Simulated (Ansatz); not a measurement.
Consider the cleavage of the Sn–Si bond: `C[SiH](F)[SnH3]` + H₂S → `[SH][SnH3]` + `C[SiH2]F`.

Calculated with Ansatz (gas phase, PBE0-D4/def2-TZVP geometries, no zero-point term in ΔE). CBS: MP2 limit from def2 TZ/QZ plus the TZ coupled-cluster correction, frozen cores. This one scheme is used for every species. DFT in def2-TZVPP. B3LYP here is the variant with VWN-RPA as its local correlation; programs differ in this. def2 core potentials past Kr. For Sn outer-core shells are correlated without core-valence functions, which leaves a few kJ/mol of doubt a bond.

`C[SiH](F)[SnH3]`:

Cartesian coordinates in Å:
```
C 0.405 -1.304 1.200
Si -0.501 0.251 0.731
F -0.045 1.435 1.722
Sn -0.002 0.989 -1.680
H 1.484 -1.187 1.081
H 0.196 -1.573 2.239
H 0.078 -2.130 0.562
H -1.966 0.071 0.925
H 1.676 1.199 -1.925
H -0.786 2.454 -2.073
H -0.539 -0.205 -2.782
```

H₂S:

Z-matrix (Å, degrees):
```
S
H 1 1.341
H 1 1.341 2 92.3
```

`[SH][SnH3]`:

Cartesian coordinates in Å:
```
S -0.661 -1.479 -0.918
Sn -0.003 0.382 0.457
H 0.287 -1.252 -1.842
H -0.137 1.826 -0.441
H 1.605 0.162 0.980
H -1.091 0.360 1.764
```

`C[SiH2]F`:

Z-matrix (Å, degrees):
```
C
Si 1 1.853
H 1 1.094 2 110.1
H 1 1.092 2 111.0 3 -119.6
H 1 1.092 2 111.1 3 119.7
F 2 1.604 1 109.4 3 179.8
H 2 1.485 1 111.5 3 61.3
H 2 1.485 1 111.5 3 -61.7
```

```tsv
level	ΔE (kJ/mol)	difference from CCSD(T)/CBS
PBE-D4	-32.7	10.2
PBE0-D4	-36.6	6.3
B3LYP-D4	-40.7	2.2
ωB97X-V	-42.5	0.4
ωB97M-V	-42.6	0.3
PBE	-35.2	7.7
r2SCAN	-42.1	0.8
PBE0	-39.1	3.8
B3LYP	-44.6	-1.7
MP2/def2-TZVPP	-46.6	-3.7
CCSD/def2-TZVPP	-42.7	0.2
CCSD(T)/def2-TZVPP	-41.9	1.0
MP2/def2-QZVPP	-47.4	-4.5
HF/CBS(def2)	-60.7	-17.8
MP2/CBS(def2)	-47.5	-4.6
CCSD/CBS(def2)	-43.7	-0.8
CCSD(T)/CBS	-42.9	0
```

Largest T1 diagnostic among the species: 0.013.

In def2-TZVPP, CCSD(T) changes the Hartree–Fock value by +17.9 kJ/mol (the triples alone add +0.8 kJ/mol) and MP2 by +13.3 kJ/mol. From PBE to PBE0 (25 % exact exchange), in def2-TZVPP and without D4, ΔE moves by −3.9 kJ/mol. The D4 term adds +3.9 kJ/mol with B3LYP and +2.5 kJ/mol with PBE0; it sums over pairs of atoms, weighted by their polarisabilities, and B3LYP, whose exchange is more repulsive, gets the larger term.
